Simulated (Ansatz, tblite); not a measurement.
Sin: vertical IE (eV) at several levels, gas phase, relaxed structures; Ansatz, xTB through tblite. Clusters are the lowest isomers that short searches found in that spin, judged at the geometry's level. Raw xTB energies of ions are shifted by several eV. Singlets are spin-restricted. The structures are stationary points that may keep the symmetry of their start. Remarks come from the PBE and PBE0 runs and from stability tests at other levels; not every state was tested. HOMO above LUMO (over both spins in singlets and doublets, within one spin in higher multiplets; at PBE or PBE0), or a gap under 0.15 eV within one spin, warns that the state may not be the lowest or that an electron is smeared out.

```tsv
species	state	geometry	GFN1-xTB	PBE-D4/def2-TZVP	r2SCAN-D4/def2-TZVP	PBE0-D4/def2-TZVP	remarks
Si3	singlet to doublet	PBE-D4/def2-TZVP	11.43	8.09	8.11	8.14	triplet lower at PBE0, spin-contaminated (⟨S²⟩ up to 0.85) (+1 doublet)
Si4	singlet to doublet	r2SCAN-D4/def2-TZVP	11.26	8.00	8.05	8.13	gap within one spin near zero at PBE or PBE0 (+1 doublet)
Si7	singlet to doublet	r2SCAN-D4/def2-SVP	10.98	7.98	8.03	8.09	gap within one spin near zero at PBE or PBE0 (+1 doublet)
```

**Question.** Estimate the column for GFN2-xTB.

**Answer.** Si3 9.35; Si4 8.80; Si7 7.65.

Over the 3 species that have every level, the mean is 11.22 at GFN1-xTB, 8.60 at GFN2-xTB, 8.02 at PBE-D4/def2-TZVP, 8.06 at r2SCAN-D4/def2-TZVP, 8.12 at PBE0-D4/def2-TZVP.
